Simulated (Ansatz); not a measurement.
Isolated molecules relaxed with PBE0-D4/def2-TZVP in Ansatz; ΔE leaves out vibrations. CBS: MP2 limit from def2 TZ/QZ plus the TZ coupled-cluster correction, frozen cores. This one scheme is used for every species. For Se, Ti outer-core shells are correlated without core-valence functions, which leaves a few kJ/mol of doubt a bond. Scalar relativity is left out up to krypton. Each species was taken in one conformer, which may not be the lowest.

Reaction (ligand exchange at a Ti–Cl bond): `[F][Ti]([F])([Cl])[SeH]` + CH₃OH → `C[O][Ti]([F])([F])[SeH]` + HCl

`[F][Ti]([F])([Cl])[SeH]`:

Cartesian coordinates in Å:
```
F -1.591 0.875 0.362
Ti -0.143 0.335 -0.438
F -0.361 0.044 -2.134
Cl 1.441 1.794 -0.100
Se 0.492 -1.789 0.487
H 0.161 -1.260 1.823
```

CH₃OH:

```xyz
6

C     0.181    0.288   -0.106
O    -0.402   -0.616    0.805
H     0.654    1.074    0.483
H    -0.561    0.755   -0.764
H     0.953   -0.184   -0.726
H    -0.827   -1.318    0.308
```

`C[O][Ti]([F])([F])[SeH]`:

Cartesian coordinates in Å:
```
C -0.361 -1.633 -1.106
O -0.193 -0.453 -0.382
Ti -0.118 1.084 0.412
F -1.603 1.449 1.281
F 0.209 2.392 -0.716
Se 1.731 0.809 1.960
H -1.363 -2.033 -0.936
H 0.379 -2.367 -0.777
H -0.222 -1.437 -2.172
H 1.539 2.190 2.436
```

HCl:

```xyz
2

Cl    0.020    0.048    0.637
H    -0.020   -0.048   -0.637
```

```json
{"species": "`[F][Ti]([F])([Cl])[SeH]`", "CCSD(T)/CBS(def2) energy (Eh)": "-3909.82967"}
{"species": "CH₃OH", "CCSD(T)/CBS(def2) energy (Eh)": "-115.61712"}
{"species": "`C[O][Ti]([F])([F])[SeH]`", "CCSD(T)/CBS(def2) energy (Eh)": "-3565.06727"}
{"species": "HCl", "CCSD(T)/CBS(def2) energy (Eh)": "-460.38127"}
```

**Question.** Work out ΔE.

**Answer.** ΔE = (-3565.06727) + (-460.38127) − (-3909.82967) − (-115.61712) = -0.00175 Eh = -4.6 kJ/mol.

Largest T1 diagnostic among the species: 0.024, so the coupled-cluster value is less sure than usual.
